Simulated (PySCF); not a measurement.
Species: C₇H₁₅F.
SMILES with atom numbers: `[CH3:1][CH2:2][C:3]([CH3:4])([CH3:5])[CH2:6][CH2:7][F:8]` (hydrogens: H9, H10, H11 on C1; H12, H13 on C2; H14, H15, H16 on C4; H17, H18, H19 on C5; H20, H21 on C6; H22, H23 on C7)

The same species was optimised twice, with GFN2-xTB and with PBE0-D3(BJ)/def2-SVP (PySCF), and the same property calculations (PySCF, gas phase) were run on both structures.

```tsv
coordinate	GFN2-xTB	PBE0-D3(BJ)/def2-SVP	change
C6–C7 (Å)	1.522	1.512	-0.010
C1–C2 (Å)	1.525	1.521	-0.004
C2–C3 (Å)	1.540	1.543	+0.003
C7–F8 (Å)	1.378	1.376	-0.002
C3–C5 (Å)	1.533	1.531	-0.002
C3–C4 (Å)	1.533	1.532	-0.001
C3–C6 (Å)	1.538	1.539	+0.001
C3–C6–C7 (°)	115.2	116.4	+1.2
C1–C2–C3 (°)	115.7	116.5	+0.8
C2–C3–C6 (°)	112.5	112.0	-0.5
C4–C3–C5 (°)	108.1	108.3	+0.2
C6–C7–F8 (°)	109.3	109.5	+0.2
C4–C3–C6 (°)	110.2	110.4	+0.2
C5–C3–C6 (°)	107.7	107.8	+0.1
C2–C3–C5 (°)	110.2	110.1	-0.1
C1–C2–C3–C4 (°)	-177	-178	-1
C2–C3–C6–C7 (°)	-57	-57	0
C3–C6–C7–F8 (°)	-179	-179	0
```

Rotational constants: A = 2441, B = 1292, C = 1078 MHz (GFN2-xTB) against A = 2424, B = 1290, C = 1075 MHz (PBE0-D3(BJ)/def2-SVP). Point groups within 0.08 Å: C1 and C1.

On the GFN2-xTB structure: HOMO (eV) -8.72 [PBE0/pcSseg-1]; LUMO (eV) 1.23 [PBE0/pcSseg-1]; dipole (D) 2.04 [PBE0/pcSseg-1]; GIAO shielding of C1 (ppm) 176.7 [PBE0/pcSseg-1]; GIAO shielding of C2 (ppm) 150.9 [PBE0/pcSseg-1]; GIAO shielding of C3 (ppm) 153.8 [PBE0/pcSseg-1]; GIAO shielding of C4/C5 (mean) (ppm) 155.4 [PBE0/pcSseg-1]; GIAO shielding of C6 (ppm) 144.8 [PBE0/pcSseg-1]; GIAO shielding of C7 (ppm) 103.0 [PBE0/pcSseg-1]; GIAO shielding of F8 (ppm) 427.3 [PBE0/pcSseg-1].

Question: What do these properties become on the PBE0-D3(BJ)/def2-SVP structure?

Answer: 
```json
{"property": "HOMO (eV)", "level": "PBE0/pcSseg-1", "on GFN2-xTB": "-8.72", "on PBE0-D3(BJ)/def2-SVP": "-8.77", "change": "-0.05"}
{"property": "LUMO (eV)", "level": "PBE0/pcSseg-1", "on GFN2-xTB": "1.23", "on PBE0-D3(BJ)/def2-SVP": "1.18", "change": "-0.05"}
{"property": "dipole (D)", "level": "PBE0/pcSseg-1", "on GFN2-xTB": "2.04", "on PBE0-D3(BJ)/def2-SVP": "2.02", "change": "-0.02"}
{"property": "energy, GFN2-xTB geometry as zero (kcal/mol)", "level": "PBE0/pcSseg-1", "on GFN2-xTB": "0.0", "on PBE0-D3(BJ)/def2-SVP": "-0.6", "change": "-0.6"}
{"property": "GIAO shielding of C1 (ppm)", "level": "PBE0/pcSseg-1", "on GFN2-xTB": "176.7", "on PBE0-D3(BJ)/def2-SVP": "174.7", "change": "-2.0"}
{"property": "GIAO shielding of C2 (ppm)", "level": "PBE0/pcSseg-1", "on GFN2-xTB": "150.9", "on PBE0-D3(BJ)/def2-SVP": "149.7", "change": "-1.2"}
{"property": "GIAO shielding of C3 (ppm)", "level": "PBE0/pcSseg-1", "on GFN2-xTB": "153.8", "on PBE0-D3(BJ)/def2-SVP": "153.4", "change": "-0.4"}
{"property": "GIAO shielding of C4/C5 (mean) (ppm)", "level": "PBE0/pcSseg-1", "on GFN2-xTB": "155.4", "on PBE0-D3(BJ)/def2-SVP": "153.4", "change": "-2.0"}
{"property": "GIAO shielding of C6 (ppm)", "level": "PBE0/pcSseg-1", "on GFN2-xTB": "144.8", "on PBE0-D3(BJ)/def2-SVP": "144.2", "change": "-0.6"}
{"property": "GIAO shielding of C7 (ppm)", "level": "PBE0/pcSseg-1", "on GFN2-xTB": "103.0", "on PBE0-D3(BJ)/def2-SVP": "103.2", "change": "+0.2"}
{"property": "GIAO shielding of F8 (ppm)", "level": "PBE0/pcSseg-1", "on GFN2-xTB": "427.3", "on PBE0-D3(BJ)/def2-SVP": "425.6", "change": "-1.7"}
```

The heavy atoms differ by 0.011 Å rms after alignment. Among bonds between heavy atoms C6–C7 changes most (-0.010 Å). Changes are differences of the printed values. Neither structure is proved a minimum here.

Shape of the structure used: `[CH3:1][CH2:2][C:3]([CH3:4])([CH3:5])[CH2:6][CH2:7][F:8]`: C1–C2–C3–C4 -178°, C2–C3–C6–C7 -57°, C3–C6–C7–F8 -179°.
